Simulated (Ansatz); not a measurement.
Cost and result for the atomization energy of C2H9BS (`C[BH-](C)[SH2+]`) (13 atoms, 12 bonds).

```csv
atom,x (Å),y (Å),z (Å)
C1,-0.172,0.655,1.451
B2,0.457,-0.188,0.243
C3,-0.492,-1.248,-0.485
S4,0.920,1.283,-1.158
H5,0.478,1.445,1.841
H6,-1.143,1.106,1.211
H7,-0.353,-0.035,2.283
H8,1.605,-0.550,0.420
H9,-0.709,-2.058,0.221
H10,-0.047,-1.720,-1.367
H11,-1.461,-0.829,-0.781
H12,1.213,0.531,-2.234
H13,-0.294,1.609,-1.644
```

The species carries charge 0 and has multiplicity 1. All single points use the PBE0-D4/def2-TZVP geometry. It is one conformer, not always the lowest. Program: Ansatz. All runs use 4 threads of an Arm Neoverse V2 on a shared host. Times are those of one run each, without the atoms' runs, and a repeat can differ threefold. Electronic energies, without spin–orbit coupling; frozen cores. CCSD(T)/CBS adds CCSD(T) − MP2 in def2-TZVPP to the MP2 limit, and its time is that of the two runs behind it. T1 = 0.010. B3LYP takes the VWN-RPA correlation (the form of Gaussian; ORCA's B3LYP/G).

CCSD(T)/CBS is a level of theory with its own doubt, some kJ/mol a heavy atom from the limit and from the frozen cores, so smaller differences don't rank the functionals.

```csv
level,functions,wall time,atomization (kJ/mol),difference from CCSD(T)/CBS,per bond
LDA (SPW92)/def2-TZVPP,261,1.1 s,5115.9,587.3,48.9
revPBE-D4/def2-TZVPP,261,1.9 s,4510.7,-17.9,-1.5
BLYP-D4/def2-TZVPP,261,1.9 s,4512.2,-16.4,-1.4
PBE0-D4/def2-TZVPP,261,2.6 s,4552.8,24.2,2.0
CCSD(T)/def2-SVP,105,3.4 s,4336.7,-191.9,-16.0
B3LYP-D4/def2-TZVPP (with forces),261,4 s,4545.7,17.1,1.4
r2SCAN-D4/def2-TZVPP (with forces),261,4.3 s,4557.5,28.9,2.4
r2SCANh-D4/def2-TZVPP,261,4.5 s,4543.0,14.4,1.2
PBE-QIDH/def2-TZVPP,261,5 s,4519.1,-9.5,-0.8
B97M-V/def2-TZVPP,261,8 s,4558.7,30.1,2.5
MP2/def2-QZVPP,511,21 s,4506.7,-21.9,-1.8
CCSD(T)/def2-TZVPP,261,120 s,4436.5,-92.1,-7.7
CCSD(T)/CBS(def2),–,2.3 min,4528.6,0.0,0.0
```

In def2-TZVPP, CCSD(T) changes the Hartree–Fock value by +998.3 kJ/mol (the triples alone add +49.5 kJ/mol) and MP2 by +1014.8 kJ/mol; breaking electron pairs costs correlation energy, which Hartree–Fock lacks. From PBE to PBE0 (25 % exact exchange), in def2-TZVPP and without D4, the atomization energy moves by −36.9 kJ/mol: exact exchange takes away binding that semilocal exchange gives to molecules. At CCSD(T), def2-SVP lies −191.9 kJ/mol from the extrapolated value and def2-TZVPP −92.1 kJ/mol: correlation converges slowly with the basis, and small sets miss more of it in the bonded molecule than in its fragments.
